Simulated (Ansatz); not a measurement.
Reactions of B₂H₅N, SMILES `BBN`.

Program: Ansatz. Geometries: PBE0-D4/def2-TZVP. ΔE: electronic, gas phase. CCSD(T)/CBS adds triple-zeta CCSD(T) − MP2 to the extrapolated MP2 energy (def2 sets, frozen cores). This one scheme is used for every species. DFT in def2-TZVPP. For Br, Se outer-core shells are correlated without core-valence functions, which leaves a few kJ/mol of doubt a bond. Scalar relativity is left out up to krypton. Each species was taken in one conformer, which may not be the lowest.

```json
{"reaction": "`BBN` + H₂Se → `B[SeH]` + `BN`", "CCSD(T)/CBS(def2) (eV)": "-1.25"}
{"reaction": "`BBN` + HBr → `NBBr` + BH₃", "CCSD(T)/CBS(def2) (eV)": "-1.07"}
{"reaction": "`BBN` + `C=CNC` → `BN(C)C=C` + `BN`", "CCSD(T)/CBS(def2) (eV)": "-1.95"}
{"reaction": "`BBN` + CH₃NH₂ → `CNBN` + BH₃", "CCSD(T)/CBS(def2) (eV)": "?"}
```

Fill in the missing values. (Best estimate.)

Ansatz gave: `BBN` + CH₃NH₂ → `CNBN` + BH₃: -1.18 eV.

Largest T1 diagnostic: 0.013, for `BN(C)C=C`.
